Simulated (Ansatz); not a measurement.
Ideal-gas functions of CH$_{4}$FISn (`[CH3][SnH]([F])[I]`) at 800 K and 1 bar, from an Ansatz frequency run at PBE0-D4/def2-TZVP.

Molar mass 280.66 g/mol, point group C1 (symmetry number 1), electronic degeneracy 1, moments of inertia 121.791, 600.308, 659.314 u Å². Harmonic wavenumbers (cm⁻¹, unscaled): 67, 102, 126, 150, 212, 527, 549, 563, 617, 777, 790, 1226, 1444, 1447, 1962, 3074, 3177, 3183.

Use S(trans) = R[1.5 ln M + 2.5 ln T − 1.1517]; rotational temperatures θ = 24.2544 K / I; S(rot) = R[ln(√π/σ · √(T³/θAθBθC)) + 1.5]; for each mode x = 1.438777 ν̃/T, S = R[x/(eˣ − 1) − ln(1 − e⁻ˣ)] and H = RT x/(eˣ − 1); 1 cm⁻¹ = 0.0119627 kJ/mol; R = 8.31446 J/(mol·K).

Question: By hand: the entropy, in J/(mol·K).

Answer: Translation 199.7. Rotation: θ = 0.1991, 0.0404, 0.0368 K, giving 134.4. Vibration, mode by mode: 25.91, 22.43, 20.68, 19.23, 16.38, 9.06, 8.75, 8.56, 7.86, 6.18, 6.06, 3.24, 2.38, 2.37, 1.13, 0.22, 0.18, 0.18, in all 160.8. Electronic 0.0. Sum 494.9 J/(mol·K).

Question: By hand: H − E and G − E in kJ/mol, counted from the electronic energy.

Answer: Zero-point energy ½ × 19993 × 0.0119627 = 119.6; thermal vibration 56.6; translation, rotation and pV give 4 RT = 26.6. H − E = 202.8 kJ/mol, and G − E = 202.8 − 800 × 494.9/1000 = -193.1 kJ/mol.

Vibration gives 32 % of the entropy, 69.0 J/(mol·K) of it from the modes under 150 cm⁻¹: soft modes count most, and the harmonic formula is weakest for them. The sum counts one conformer and one mirror image; others add a mixing term.
